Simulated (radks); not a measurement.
Task: Valence configurations of the magnesium ion Mg+ (all share [Ne]). Calculated with a radial shooting solver on a logarithmic mesh with Libxc functionals: non-relativistic Kohn-Sham, r2SCAN, spin-polarised, spherical densities, point nucleus; open shells are filled with parallel spins first; meta-GGA in the generalised Kohn-Sham scheme. Order these by energy: 3p1; 3s0.5 3p0.5; 3s1.

Result: From the lowest, in eV above it: 3s1 0.000; 3s0.5 3p0.5 2.322; 3p1 4.567. NIST lists [Ne] 3s1 as the ground configuration; this level of theory agrees among the configurations tried. The energies are those of spherical high-spin densities, not of single terms.
